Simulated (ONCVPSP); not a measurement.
## Building the ONCV potential for samarium (Sm) (PBE, scalar-relativistic).

- Element: Sm
- Generator: ONCVPSP 4.0.1
- Type: optimised norm-conserving Vanderbilt (ONCV)
- Functional: PBE
- Relativity: scalar-relativistic
- Frozen core: [Kr] 4d10
- Valence charge: 16
- Reference configuration: 4f6 5s2 5p6 6s1 (charge +1)
- Partial waves: 5s+6s: rc 2.40 bohr, ncon 4, nbas 9, qcut 5.6 1/bohr, 2 projectors; 5p: rc 2.05 bohr, ncon 5, nbas 8, qcut 6.9 1/bohr, 2 projectors, debl 1 Ha; d scattering state at 0.38 Ha: rc 2.50 bohr, ncon 4, nbas 8, qcut 4.3 1/bohr, 2 projectors, debl 2.9 Ha; 4f: rc 1.15 bohr, ncon 5, nbas 10, qcut 15.1 1/bohr, local
- Local potential: the f channel
- Core correction: none

In the p channel the program set the typed energies aside and used -1.080, 0.250 Ha. In the d channel the program set the typed energies aside and used 0.050, 2.950 Ha.

All-electron outer shells of the reference configuration (PBE, scalar-relativistic, ld1.x):

| shell | level (eV) | outermost node (bohr) | outermost maximum (bohr) |
| --- | --- | --- | --- |
| 5s | -49.43 | 0.69 | 1.27 |
| 5p | -29.37 | 0.74 | 1.43 |
| 4f | -8.56 | – | 0.61 |
| 6s | -8.42 | 1.69 | 3.44 |

Estimate the cutoffs (Ha) at which the residual kinetic energy of the hardest occupied pseudo-wave falls to 1 and 0.1 mHa per electron.

100 Ha and 110 Ha.

What does a ghost test show?

Ghosts flagged at negative energy: s at -538.0 eV, p at -254.3 eV; GHOST(+) flagged for d at 43.2 eV, s at 72.5 eV. A true bound ghost makes a file unfit for plane-wave use.

Which valence shell sets the plane-wave cutoff?

4f: 100 Ha for 1 mHa per electron, against 17 Ha for 5p.

Tests left out (the all-electron energies of this program are off by 10 to 40 meV for near-neutral 4f atoms).
